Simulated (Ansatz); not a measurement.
The cluster ZnB₇⁻. Total charge -1; singlet. Geometry PBE0-D4/def2-SVPD; atoms count from 1.

```xyz
8

Zn   -0.0661    0.5595   -3.8711
B    -0.2992    0.0880   -1.8627
B     0.8410    0.3978    1.1410
B     0.3300    0.2956   -0.4318
B     1.1127    0.3397    2.6803
B    -0.7166   -0.6174    0.8110
B    -1.0767   -0.6175   -0.7543
B    -0.1250   -0.4457    2.2876
```

The restricted singlet is unstable towards broken spin symmetry at other levels; at PBE0-D4/def2-TZVPD this wasn't settled. The geometry of the singlet was relaxed on an unsound state (restricted singlet, unstable towards broken spin symmetry at other levels and untested here). Another isomer (singlet) lies 0.48 eV lower at PBE0-D4/def2-TZVPD; other spin states weren't run for this one.

Question: Estimate the Mulliken populations from the PBE0/def2-TZVPD orbitals of Ansatz.

Answer: 
```
atom  charge (e)  d electrons
 Zn1       -0.62        10.00
  B2       -0.04            –
  B3       -0.81            –
  B4        0.29            –
  B5        0.19            –
  B6        0.43            –
  B7       -0.11            –
  B8       -0.32            –
```
Mulliken values and Mayer orders depend strongly on the basis. With diffuse functions, as here, like atoms can get unlike values, and bond orders can come out too low or too high.

Question: And the Mayer bond orders between bonded heavy atoms (over 0.3)?

Answer: Zn1–B2 1.43 (2.08 Å); B2–B4 0.89 (1.58 Å); B2–B7 1.25 (1.53 Å); B3–B4 1.25 (1.66 Å); B3–B5 1.34 (1.56 Å); B3–B6 0.65 (1.89 Å); B3–B8 0.87 (1.72 Å); B4–B6 0.43 (1.86 Å); B4–B7 0.87 (1.71 Å); B5–B8 1.59 (1.52 Å); B6–B7 0.70 (1.61 Å); B6–B8 0.82 (1.60 Å). Values over 0.3 also appear between atoms too far apart for a bond (B2–B3 0.47 at 3.23 Å); they arise where an orbital or an unpaired electron spreads over both atoms.
